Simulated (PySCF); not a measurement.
`[BH3-][NH2+][C@H]1C[C@@H]1CF`, C4H11BFN

Cartesian coordinates in Å; atom numbers follow the order of the lines, from 1:
```xyz
18

B     2.157    1.090   -0.313
N     1.437   -0.367    0.005
C     0.167   -0.557   -0.654
C    -0.849   -1.514   -0.100
C    -1.075   -0.030   -0.005
C    -2.134    0.637   -0.851
F    -2.288   -0.017   -2.048
H     3.169    1.070    0.318
H     1.391    1.922    0.061
H     2.344    1.118   -1.488
H     1.327   -0.410    1.013
H     2.103   -1.079   -0.281
H     0.248   -0.458   -1.728
H    -0.616   -2.052    0.807
H    -1.451   -2.073   -0.800
H    -0.973    0.439    0.965
H    -1.851    1.669   -1.086
H    -3.112    0.617   -0.356
```

Method used: TDDFT CAM-B3LYP/def2-SVPD circular dichroism and optical rotation, one conformer, gas phase in PySCF. Geometry: GFN2-xTB.

The molecule is flexible and this is one conformer; a measurement averages over conformers.

(1) Draw the ECD and absorption spectra from the lowest 8 states, each a Gaussian of half-width 0.35 eV at 1/e height.

## Answers

(1) 
```csv
E (eV),λ (nm),Δε (L mol⁻¹ cm⁻¹),ε (L mol⁻¹ cm⁻¹)
6.63,187,-0.07,172
6.78,183,-0.17,525
6.93,179,-0.27,1130
7.08,175,-0.26,1710
7.23,171,-0.12,1860
7.38,168,-0.09,1480
7.53,165,-0.44,1000
7.68,161,-1.33,811
7.83,158,-2.80,1000
7.98,155,-4.62,1640
8.13,152,-6.31,2890
8.28,150,-7.27,4360
```
Δε uses R in velocity form, ε uses f in length form. Only the states computed contribute, so the short-wavelength end is incomplete.
